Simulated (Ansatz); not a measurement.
Reaction (β-hydride elimination): `C[O][Zn][O]C` → `C[O][ZnH]` + `C=O`

Computed with Ansatz on PBE0-D4/def2-TZVP structures; ΔE is electronic, products minus reactants. CCSD(T)/CBS adds triple-zeta CCSD(T) − MP2 to the extrapolated MP2 energy (def2 sets, frozen cores). This one scheme is used for every species. Functionals use def2-TZVPP. For Zn outer-core shells are correlated without core-valence functions, which leaves a few kJ/mol of doubt a bond. Scalar relativity is left out up to krypton. Each species was taken in one conformer, which may not be the lowest.

Question: Is it downhill or uphill in electronic energy at CCSD(T)/CBS, and by how much? (Best estimate.)

Answer: Computed: Uphill: ΔE = +1.31 eV.

Question: What do these levels give: LDA (SPW92), r2SCANh-D4, BHLYP-D4, CAM-B3LYP-D4, PBE, r2SCAN0, LC-ωPBE, HF/def2-SVP, HF/def2-TZVPP, CCSD/def2-TZVPP, CCSD(T)/def2-TZVPP, MP2/CBS(def2)? (Best estimate.)

Answer: Ansatz gave: LDA (SPW92) 1.57, r2SCANh-D4 1.32, BHLYP-D4 1.27, CAM-B3LYP-D4 1.25, PBE 1.16, r2SCAN0 1.35, LC-ωPBE 1.33, HF/def2-SVP 1.07, HF/def2-TZVPP 1.01, CCSD/def2-TZVPP 1.22, CCSD(T)/def2-TZVPP 1.21, MP2/CBS(def2) 1.42 eV.

Largest T1 diagnostic among the species: 0.017.

At CCSD(T), def2-SVP lies −0.22 eV from the extrapolated value and def2-TZVPP −0.10 eV. From r2SCAN to r2SCAN0 (25 % exact exchange), in def2-TZVPP and without D4, ΔE moves by +0.06 eV. In def2-TZVPP, CCSD(T) changes the Hartree–Fock value by +0.20 eV (the triples alone add −0.00 eV) and MP2 by +0.30 eV.
